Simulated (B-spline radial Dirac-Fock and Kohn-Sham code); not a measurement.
Binding energies of Ta¹⁴⁺ at several levels of theory

System: tantalum as Ta¹⁴⁺ in the configuration [Kr] 4d10 4f11 5s2.

The density-functional columns are spherical, spin-unpolarised Dirac-Kohn-Sham results without Breit or QED terms: −ε is minus the orbital energy of the initial state and ΔSCF the difference of two total energies. The reference in the last column comes from Dirac-Fock (average of configuration) total-energy differences with a finite nucleus, the Breit interaction including its frequency dependence, and self-energy and vacuum-polarisation corrections. All numbers are from a B-spline atomic structure program, in eV; a selection of levels is shown. For the 1s level of heavy atoms much of the gap between ΔSCF and the reference is the Breit and QED part, -333.6 eV here; for other levels the error of the functional can be larger.

```
level   LDA −ε  LDA ΔSCF  Dirac-Fock
    K  67500.5   68053.8     67732.6
   L1  11840.8   11949.1     12008.4
   L2  11336.1   11472.9     11456.9
   L3  10067.2   10186.5     10201.0
   M1   2942.8    2980.1      3033.5
   M2   2717.3    2756.9      2790.4
   M3   2444.1    2480.7      2516.3
   M4   2061.0    2103.5      2112.2
   M5   2001.5    2042.9      2053.8
   N1    830.4     850.7       879.8
   N2    737.0     757.1       777.8
   N3    672.3     691.7       713.1
   N4    517.7     536.8       545.9
   N5    505.6     524.4       533.8
 N6,7    308.8     326.9       324.0
   O1    323.5     335.1       327.2
```

Values without a named source are computed, but for edge energies of neutral atoms, which are taken from tables.
